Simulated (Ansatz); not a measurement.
Cost and result for the atomization energy of C8H4O3, SMILES `O=C1OC(=O)c2ccccc21` (15 atoms, 16 bonds).

Cartesian coordinates in Å:
```
O -2.157 0.902 2.248
C -1.087 0.620 1.817
O 0.050 0.622 2.606
C 1.158 0.258 1.860
O 2.245 0.192 2.333
C 0.691 0.002 0.483
C 1.387 -0.386 -0.644
C 0.653 -0.547 -1.812
C -0.724 -0.325 -1.839
C -1.413 0.065 -0.698
C -0.673 0.222 0.457
H 2.456 -0.556 -0.612
H 1.157 -0.851 -2.722
H -1.262 -0.461 -2.769
H -2.482 0.241 -0.707
```

Charge 0, multiplicity 1. All single points use the PBE0-D4/def2-TZVP geometry. Program: Ansatz. All runs use 2 threads of an AMD EPYC 7R13 on a shared host and a share of an NVIDIA H100 80 GB. Times are those of one run each, without the atoms' runs, and a repeat can differ threefold. Electronic energies, without spin–orbit coupling; frozen cores. CCSD(T)/CBS adds CCSD(T) − MP2 in def2-TZVPP to the MP2 limit, and its time is that of the two runs behind it. T1 = 0.015; the RHF reference is unstable towards UHF. HSE06 is the plane-wave form, built on full-range PBE exchange.

CCSD(T)/CBS is a level of theory with its own doubt, some kJ/mol a heavy atom from the limit and from the frozen cores, so smaller differences don't rank the functionals.

```
                             level  functions  wall time  atomization (kJ/mol)  difference from CCSD(T)/CBS  per bond
                PBE0-D4/def2-TZVPP        397      2.6 s                8089.4                        196.9      12.3
              revPBE-D4/def2-TZVPP        397      3.6 s                8096.2                        203.7      12.7
            LDA (SPW92)/def2-TZVPP        397      3.7 s                9426.3                       1533.8      95.9
               HSE06-D4/def2-TZVPP        397      4.1 s                8098.5                        206.0      12.9
                 B97M-V/def2-TZVPP        397      4.5 s                7977.6                         85.1       5.3
                 B2PLYP/def2-TZVPP        397      4.7 s                7872.4                        -20.1      -1.3
  ωB97M-V/def2-TZVPP (with forces)        397      4.8 s                7957.2                         64.7       4.0
                  CCSD(T)/def2-SVP        174      4.9 s                7605.1                       -287.4     -18.0
r2SCAN-D4/def2-TZVPP (with forces)        397        6 s                8027.6                        135.1       8.4
                ωB97X-V/def2-TZVPP        397        6 s                7939.9                         47.4       3.0
                    MP2/def2-QZVPP        747        7 s                8156.8                        264.3      16.5
                CCSD(T)/def2-TZVPP        397       23 s                7684.2                       -208.3     -13.0
                 CCSD(T)/CBS(def2)          –       30 s                7892.5                          0.0       0.0
```

From BLYP to BHLYP (50 % exact exchange), in def2-TZVPP and without D4, the atomization energy moves by −397.3 kJ/mol: exact exchange takes away binding that semilocal exchange gives to molecules. The D4 term adds +77.5 kJ/mol with B3LYP and +41.2 kJ/mol with PBE0; it sums over pairs of atoms, weighted by their polarisabilities, and B3LYP, whose exchange is more repulsive, gets the larger term. In def2-TZVPP, CCSD(T) changes the Hartree–Fock value by +2128.5 kJ/mol (the triples alone add +198.3 kJ/mol) and MP2 by +2478.8 kJ/mol; breaking electron pairs costs correlation energy, which Hartree–Fock lacks.

B3LYP here is the variant with VWN-RPA as its local correlation; programs differ in this.
